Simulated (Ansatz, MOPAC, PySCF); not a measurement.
Molecule: GeH3, net charge 1, singlet state. SMILES of the parent species: [GeH3]
Geometry from a B3LYP-D3(BJ)/def2-TZVP (Ansatz, a quantum-chemistry and plane-wave program) optimisation:
```
Ge
H 1 1.5244
H 1 1.5244 2 120.00
H 1 1.5244 2 120.00 3 180.00
```
Charge +1, spin multiplicity 1.

Unscaled harmonic wavenumbers (cm⁻¹) in rising order, each level at the stationary point that it reaches from this structure (no distance between atoms moves by over 0.3 Å); the order of modes can differ between levels, and a negative number is imaginary. B3LYP-D3(BJ)/def2-TZVP (PySCF, at the structure above): 794, 850, 850, 2176, 2244, 2244.

PM6 (MOPAC): 752, 801, 801, 2307, 2307, 2346. Zero-point energy 13.3 against 13.1 kcal/mol; where all levels lie over 400 cm⁻¹, the wavenumbers are on average 0.994 times those of B3LYP-D3(BJ)/def2-TZVP.

B3LYP/6-31G* with LANL2DZ past Ar (Ansatz): 771, 838, 838, 2145, 2206, 2206. Zero-point energy 12.9 against 13.1 kcal/mol; where all levels lie over 400 cm⁻¹, the wavenumbers are on average 0.982 times those of B3LYP-D3(BJ)/def2-TZVP.
